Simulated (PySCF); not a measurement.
## How the method changes the constants of BeS

State: ¹Σ⁺ (singlet), closed shell. Set-up: basis Be x2c-TZVPPall, S x2c-TZVPPall; spin-free X2C with a Gaussian nucleus; PySCF 2.14. De refers to Be + S in their high-spin ground configurations, without counterpoise correction. A positive dipole means Be(−)S(+).

```tsv
Level	Re (Å)	ωe (cm⁻¹)	De (eV)	μ (D)
RHF	1.730	1059	1.55	-6.21
RHF-MP2	1.764	979	3.30	n/a
RHF-SCS-MP2	1.764	976	3.08	n/a
RHF-CCSD	1.755	992	2.57	n/a
RHF-CCSD(T)	1.768	959	2.82	n/a
PBE	1.758	976	3.68	-4.77
TPSS	1.754	982	3.47	-4.97
r²SCAN	1.748	1008	3.64	-5.25
r²SCANh	1.744	1018	3.53	-5.37
PBE0	1.742	1017	3.41	-5.27
MN15	1.738	1011	3.48	-5.40
CAM-B3LYP	1.732	1033	3.22	-5.38
B2PLYP	1.754	984	3.30	-5.64
```

Q: Which functional lies closest to RHF-CCSD(T) in De, which farthest, and by how much do they differ from it?

A: Closest is CAM-B3LYP (-3.6 pm in Re, +7.7 % in ωe, +0.40 eV in De against RHF-CCSD(T) in the same basis), farthest PBE (-1.0 pm in Re, +1.8 % in ωe, +0.86 eV in De). CCSD(T) converges more slowly with the basis than the functionals do and binds too weakly in this one, so the order can change at the basis-set limit.

Q: What does a quarter of exact exchange do here, going from PBE to PBE0?

A: PBE0 less PBE: -1.6 pm in Re, +4.2 % in ωe, -0.27 eV in De. Exact exchange removes part of the self-interaction that spreads semilocal densities, and in most molecules shortens and stiffens the bond and lowers De; so it does here.

Q: What does the step from GGA to meta-GGA do here, going from PBE to r²SCAN?

A: r²SCAN less PBE: -1.0 pm in Re, +3.3 % in ωe, -0.04 eV in De. 

Correlated steps freeze 5 core orbitals. Where the molecule has an RHF reference, its open-shell atoms are computed with UHF. B2PLYP dipoles, levels and charges come from its SCF part alone. The CCSD T1 diagnostic is raised, a sign that a single reference may not be enough here.
